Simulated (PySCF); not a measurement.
**Excitation energy of Ta by level of theory**

Ta [Xe] 4f14 5d3 6s2 (4F) → Ta [Xe] 4f14 5d5 (6S), as a difference of total energies. Computed with PySCF 2.14 in x2c-TZVPPall with one added diffuse shell each of s, p, d, f type (12s8p8d4f1g, 113 functions), with scalar relativity by spin-free X2C-1e. Correlated levels: valence: [Xe] 4f14 frozen. The calculations carry no spin-orbit coupling.

```csv
method,excitation energy (cm⁻¹)
UHF,24351
LDA,24522
PBE,24348
PBE0,24185
r2SCAN,26030
MP2 (valence),27144
SCS-MP2 (valence),33393
```

A first-order spin-orbit estimate (lowest level to lowest level, LS coupling) adds 0.485 eV.
